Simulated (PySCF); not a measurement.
C9H6N4, SMILES C12N3C(=NC=C2)C=CC=C3N=CN=1. Atoms are numbered in the order given.

```xyz
19

C     -0.7229    -2.6655     0.0000
C     -1.7044    -1.6922     0.0000
C     -1.3625    -0.3214     0.0000
N     -2.3124     0.6221     0.0000
C     -1.9386     1.8987     0.0000
C     -0.6175     2.3229     0.0000
C      0.4093     1.3615     0.0000
N      1.7038     1.6880     0.0000
C      2.5821     0.6806     0.0000
N      2.3194    -0.6089     0.0000
C      1.0143    -0.9771     0.0000
C      0.6312    -2.3174     0.0000
N      0.0079     0.0100     0.0000
H     -1.0074    -3.7203     0.0000
H     -2.7685    -1.9212     0.0000
H     -2.7474     2.6389     0.0000
H     -0.3276     3.3717     0.0000
H      3.6420     0.9660     0.0000
H      1.4321    -3.0543     0.0000
```

The structure is a stationary point at B3LYP-D3(BJ)/def2-SVP.

Two levels are set side by side: PBE/pcSseg-1 (PySCF) and PBE0/pcSseg-1 (PySCF). GIAO shifts against NH3 (¹⁵N), TMS (¹H), TMS (¹³C) at the same level; non-relativistic, no solvent, atoms listed together averaged. Differences are taken from unrounded values.

```csv
quantity,PBE0
δ(¹³C) of C1 (ppm),152.6
δ(¹³C) of C2 (ppm),120.8
δ(¹³C) of C3 (ppm),164.7
δ(¹⁵N) of N4 (ppm),285.1
δ(¹³C) of C5 (ppm),170.6
δ(¹³C) of C6 (ppm),109.9
δ(¹³C) of C7 (ppm),171.7
δ(¹⁵N) of N8 (ppm),252.3
δ(¹³C) of C9 (ppm),174.6
δ(¹⁵N) of N10 (ppm),269.4
δ(¹³C) of C11 (ppm),166.1
δ(¹³C) of C12 (ppm),113.4
δ(¹⁵N) of N13 (ppm),236.9
δ(¹H) of H14 (ppm),6.91
δ(¹H) of H15 (ppm),5.85
δ(¹H) of H16 (ppm),7.17
δ(¹H) of H17 (ppm),4.89
δ(¹H) of H18 (ppm),6.69
δ(¹H) of H19 (ppm),5.42
```

Task: What does PBE give, and how far is it from PBE0? (The exact figures need the calculation; the answer reports its results.)

Result: 
| quantity | PBE | PBE minus PBE0 |
|---|---|---|
| δ(¹³C) of C1 (ppm) | 147.7 | -4.8 |
| δ(¹³C) of C2 (ppm) | 121.6 | 0.8 |
| δ(¹³C) of C3 (ppm) | 160.1 | -4.5 |
| δ(¹⁵N) of N4 (ppm) | 293.7 | 8.6 |
| δ(¹³C) of C5 (ppm) | 166.3 | -4.2 |
| δ(¹³C) of C6 (ppm) | 110.6 | 0.7 |
| δ(¹³C) of C7 (ppm) | 166.6 | -5.1 |
| δ(¹⁵N) of N8 (ppm) | 262.2 | 9.9 |
| δ(¹³C) of C9 (ppm) | 170.7 | -3.9 |
| δ(¹⁵N) of N10 (ppm) | 279.8 | 10.4 |
| δ(¹³C) of C11 (ppm) | 161.9 | -4.2 |
| δ(¹³C) of C12 (ppm) | 114.1 | 0.7 |
| δ(¹⁵N) of N13 (ppm) | 236.2 | -0.7 |
| δ(¹H) of H14 (ppm) | 6.59 | -0.32 |
| δ(¹H) of H15 (ppm) | 5.63 | -0.22 |
| δ(¹H) of H16 (ppm) | 6.95 | -0.22 |
| δ(¹H) of H17 (ppm) | 4.62 | -0.27 |
| δ(¹H) of H18 (ppm) | 6.55 | -0.14 |
| δ(¹H) of H19 (ppm) | 5.18 | -0.24 |

Rough cost on one machine, each run with all the roots and properties that it gave: PBE0 against PBE within a factor of 2.
